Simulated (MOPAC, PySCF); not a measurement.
C$_{4}$H$_{12}$O$_{2}$Sn, SMILES `C[CH2][Sn]([OH])([CH2]C)[OH]`, neutral singlet in the gas phase. 

Cartesian coordinates (Å):
SMILES: C[CH2][Sn]([OH])([OH])[CH2]C
```xyz
19

C     -1.7898    -1.6339     0.3287
C     -2.0142    -0.1260     0.2011
Sn    -0.2099     0.9594    -0.3127
O     -0.7945     2.1545    -1.8148
O      0.4147     2.1472     1.1823
C      1.5992    -0.1410    -0.7731
C      2.3433    -0.5769     0.4910
H     -1.0626    -1.8753     1.1212
H     -1.4077    -2.0714    -0.6081
H     -2.7266    -2.1619     0.5755
H     -2.7435     0.1170    -0.5872
H     -2.3890     0.3089     1.1411
H     -0.0755     2.7247    -2.1209
H     -0.2884     2.7278     1.5043
H      2.2152     0.5268    -1.3962
H      1.3174    -0.9998    -1.4030
H      1.7458    -1.2835     1.0903
H      3.2933    -1.0808     0.2436
H      2.5728     0.2842     1.1369
```
Charge 0, spin multiplicity 1.

All levels are single points at this geometry (B3LYP-D3(BJ)/def2-SVP); Pople sets use spherical d functions. Orbital energies aren't observables, and empty levels follow the basis.

PM7 in MOPAC gives gap (eV) = 11.42.

Task: Estimate the gap (eV) from each of these levels: B3LYP-D3(BJ)/def2-TZVP in PySCF; PBE-D3(BJ)/def2-TZVP in PySCF; B3LYP/6-311+G** (LANL2DZ on Sn) in PySCF; B3LYP/6-31G* (LANL2DZ on Sn) in PySCF; B3LYP/LANL2DZ in PySCF; BP86/6-31G* (LANL2DZ on Sn) in PySCF; M06-2X/6-31G* (LANL2DZ on Sn) in PySCF; PBE/6-31G* (LANL2DZ on Sn) in PySCF; SVWN5/6-31G* (LANL2DZ on Sn) in PySCF; HF/6-31G* (LANL2DZ on Sn) in PySCF; AM1 in MOPAC; PM3 in MOPAC.

Result: 
| level | gap (eV) |
|---|---|
| B3LYP-D3(BJ)/def2-TZVP in PySCF | 6.61 |
| PBE-D3(BJ)/def2-TZVP in PySCF | 4.94 |
| B3LYP/6-311+G** (LANL2DZ on Sn) in PySCF | 6.67 |
| B3LYP/6-31G* (LANL2DZ on Sn) in PySCF | 7.22 |
| B3LYP/LANL2DZ in PySCF | 7.08 |
| BP86/6-31G* (LANL2DZ on Sn) in PySCF | 5.34 |
| M06-2X/6-31G* (LANL2DZ on Sn) in PySCF | 9.75 |
| PBE/6-31G* (LANL2DZ on Sn) in PySCF | 5.28 |
| SVWN5/6-31G* (LANL2DZ on Sn) in PySCF | 5.26 |
| HF/6-31G* (LANL2DZ on Sn) in PySCF | 14.32 |
| AM1 in MOPAC | 8.96 |
| PM3 in MOPAC | 9.46 |
